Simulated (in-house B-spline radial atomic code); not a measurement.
Eu. Computed with a B-spline radial atomic code. Model: non-relativistic spherical atom: semilocal Troullier-Martins pseudo-atom, one channel per l, against all electrons, high spin, G0W0 and RPA with empty states to l = 8, local potential for every l without a channel, a model core (radius 0 = none) keeps its share of the functional.

Without relativity these are model numbers for so heavy an element.

What the tables leave out is listed at the end.

The pseudopotential gives back the lowest level of each angular momentum of its own functional in the configuration it was made in; a second state of the same l is only approximately right. Exact exchange, RPA and GW see the smooth pseudo-orbitals and miss the exchange with the core, for which the functional's share stands in. The column with an uncorrelated core keeps all orbitals and exact exchange, and so separates missing core correlation from pseudisation. Only the three outermost levels and the lowest empty one were computed. RPA here is direct RPA, with no exchange kernel, and its energies carry an (l + 1/2)⁻⁴ tail. A hybrid on a potential with a model core restores only its own semilocal share of the core's exchange.

Command:
```bash
python run_psgw.py task.json out
```
Settings (lengths in bohr, energies in hartree):
```
Z                      63
electrons              63
configuration          [Xe] 4f7 6s2
generated_in           [Xe] 4f7 6s2
functional             pbe,pbe
core_shells            10
radius_factor          1.15
core_correction        False
ion_configuration      [Xe] 4f7 6s1
```

Cost of the run: 2.4 min on 1 thread of Arm Neoverse N1 (shared host).

Given: made with PBE; model core radius 0 bohr; local radius 1.913 bohr; mean-field start PBE0.

Valence shells of the generating configuration: 5p, 4f, 6s.

Channel: s 3.4, p 1.651, d 2.403, f 2.279 (radii in bohr).

Computed: largest level miss in the spin-unpolarised generating configuration 0.001 eV; valence RPA correlation energy all-electron orbitals -0.78292 hartree; valence RPA correlation energy pseudo -1.1785 hartree; pseudo-atom RPA polarisability 123.3 bohr³; ionisation by mean-field pseudo minus all 0.211 eV; ionisation by RPA all-electron 5.6115 eV; ionisation by RPA pseudo minus all 0.245 eV.

```tsv
level	occupied	mean-field all-electron (eV)	mean-field pseudo minus all (eV)	G0W0 all-electron (eV)	G0W0 uncorrelated core minus all (eV)	G0W0 pseudo minus all (eV)	exchange self-energy all-electron (eV)	exchange self-energy pseudo (eV)
6s down	1	-3.7871	-0.166	-5.5206	0.019	-0.31	-6.3445	-6.6025
6s up	1	-3.9667	-0.025	-5.7113	0.016	-0.176	-6.7056	-6.7505
5d up (empty)	0	-1.5001	-0.193	-0.16993	0.072	-0.036	-5.8333	-5.8504
```

Task: What is the all-electron RPA polarisability, core included?

Result: 134.93 bohr³.

Task: What is the ionisation by mean-field all-electron?

Result: 5.2556 eV.

Given: mean-field start Hartree-Fock.

Computed: valence RPA correlation energy all-electron orbitals -0.64213 hartree; valence RPA correlation energy pseudo -1.0453 hartree; all-electron RPA polarisability, core included 115.22 bohr³; ionisation by mean-field all-electron 4.4031 eV; ionisation by mean-field pseudo minus all 0.63 eV; ionisation by RPA pseudo minus all 0.276 eV.

```
  level  occupied  mean-field all-electron (eV)  mean-field pseudo minus all (eV)  G0W0 all-electron (eV)  G0W0 uncorrelated core minus all (eV)  G0W0 pseudo minus all (eV)  exchange self-energy all-electron (eV)  exchange self-energy pseudo (eV)
  6s up         1                       -4.7473                            -0.437                 -5.6439                                  0.018                      -0.116                                 -6.1892                           -7.3262
6s down         1                       -4.5619                            -0.713                 -5.4517                                   0.02                      -0.334                                 -5.9088                            -7.182
  4f up         1                       -19.445                             6.207                 -16.567                                  0.071                       3.652                                 -64.168                           -31.893
```

Task: What is the ionisation by RPA all-electron?

Result: 5.2479 eV.

Task: What is the pseudo-atom RPA polarisability?

Result: 81.201 bohr³.

Among the listed levels the largest G0W0 shift of the pseudo-atom is +3.65 eV, for 4f up on the Hartree-Fock start, while leaving the core uncorrelated moves that level by +0.07 eV. So pseudisation and the lost core exchange, not the missing core correlation, make the error. Not in the tables (levels of low weight, unsolved or above zero; the highest and the empty levels are kept at any weight): the PBE start was refused, since an empty level lay at or below an occupied one; on PBE0 the G0W0 levels 4f up (pseudo minus all +2.56 eV, weights 0.77 and 0.47).
